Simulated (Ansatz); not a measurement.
Harmonic frequencies (cm⁻¹) at PBE0-D4/def2-TZVP from Ansatz: 202, 236, 465, 654, 726, 747, 891, 986, 1069, 1254, 1365, 1719, 2720, 3221, 3244.

Each molecule was computed in one conformer, which needn't be the lowest.

Question: Which molecule is it?
A. `I[B]1O[BH][Zn]1`
B. `F/C=C\S`
C. `O[Si]1(F)O[SiH2]1`
D. `C=C(F)S`

Answer: B.
